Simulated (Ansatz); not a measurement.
[MnS4]- (MnS4⁻). The state is a singlet with charge -1. Geometry relaxed at r2SCAN-D4/def2-SVPD.

```xyz
5

Mn    0.000    0.000    0.000
S     0.971   -0.655    1.657
S     1.349    0.720   -1.334
S    -1.297    1.473    0.515
S    -1.023   -1.538   -0.838
```

The restricted singlet is unstable towards broken spin symmetry in Hartree–Fock (as tested in another run); at r2SCAN-D4/def2-SVPD this wasn't settled. The relaxation made no stability test and no search for a lower SCF solution. At PBE0-D4/def2-TZVPD a triplet of charge -1 lies 0.10 eV below the restricted singlet at the same geometry. That triplet is doubtful there (⟨S²⟩ 2.73, where a pure state has 2.00).

(1) Estimate the harmonic wavenumbers at RKS r2SCAN-D4/def2-SVPD (Ansatz, unscaled). Is this a minimum?

## Answers

(1) 186, 186, 223, 224, 224, 448, 530, 530, 530 cm⁻¹. Yes, no mode is imaginary beyond noise. Zero-point energy 18.4 kJ/mol. Hardware: 4 threads of Arm Neoverse V1 on a shared host. Wall time 87 s.
